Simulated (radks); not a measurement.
Dipole-allowed excitations along the series with 2 electrons in [He]. Method: scalar-relativistic Kohn-Sham, exchange-only LDA, spin-polarised, spherical densities, finite nucleus; Fermi nuclear charge, rms radius of each element as measured or else 0.836 A^(1/3) + 0.57 fm; computed with a radial shooting solver on a logarithmic mesh with Libxc functionals. Time-dependent linear response with the Hartree and adiabatic exchange-only LDA kernel, continuum included through the Sternheimer equations, no spin-orbit coupling, so fine structure and intercombination lines are absent. Lines are the poles of the dipole polarisability below minus the highest occupied eigenvalue, found on a grid refined at the orbital gaps; the lowest seven at most are given, and weak or close lines can be missed. The first line takes the name of the lowest orbital gap if no other gap lies below it; otherwise a line is named after a gap within 0.6 % of it, if that gap stands alone.

| species | -e(HOMO) (eV) | lowest orbital gap (eV) | first line (eV) | f | static alpha (bohr^3) |
|---|---|---|---|---|---|
| Be2+ | 128.67 | 1s-2p 112.38 | 112.60 (1s-2p) | 0.373 | 0.05726 |
| B3+ | 226.85 | 1s-2p 191.53 | 192.03 (1s-2p) | 0.476 | 0.02106 |
| C4+ | 352.30 | 1s-2p 291.07 | 291.88 (1s-2p) | 0.542 | 0.009477 |
| N5+ | 505.02 | 1s-2p 411.04 | 412.18 (1s-2p) | 0.587 | 0.004875 |
